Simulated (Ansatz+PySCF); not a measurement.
# singlet H2 in separate pieces: levels of theory in one basis

| atom | x (Å) | y (Å) | z (Å) |
| --- | --- | --- | --- |
| H | 0.0000 | 0.0000 | 0.0000 |
| H | 10.0000 | 0.0000 | 0.0000 |

Basis set: cc-pVDZ (spherical functions). All electrons are correlated. Charge 0, multiplicity 1.

Computed with Ansatz (development build ahead of 0.2.0); each method stands on the lowest determinant of its kind that the runs found. NEVPT2 correlates all electrons. Active spaces start from the frontier orbitals, and the lowest solution found is given.

```tsv
method	E − E(RHF) (eV)	<S²> of the determinant
RHF	0.00	0.00
UHF	-7.20	1.00
UHF-MP2	-7.20	1.00
RHF-CCSD	-7.20	–
RHF-CCSD(T)	-7.20	–
full CI (lowest root of this spin)	-7.20	–
CASSCF(2,2)	-7.20	–
SC-NEVPT2(2,2)	-7.20	–
```

At such a shape the full CI root can have another spatial symmetry than the determinants, so the rows needn't describe one state.

(1) Is a single determinant a sound starting point here?

## Answers

(1) It is doubtful. Unrestricted orbitals lower Hartree–Fock by 7.20 eV and <S²> is 1.00 where a pure state has 0.00, a sign of strong static correlation. The CASSCF(2,2) natural occupations are 1.00, 1.00.

Caution for RHF, RHF-CCSD, RHF-CCSD(T): an unrestricted determinant lies well below. Caution for UHF, UHF-MP2: the unrestricted determinant is a mixture of spin states; the determinant breaks the point group. Caution for UHF-MP2: bonds are stretched, where a single reference can fail; another reference gives a lower total. Caution for RHF-CCSD: large amplitudes, a single reference is doubtful. Caution for RHF-CCSD(T): very large amplitudes, the method is breaking down; the amplitudes may be one of several solutions.
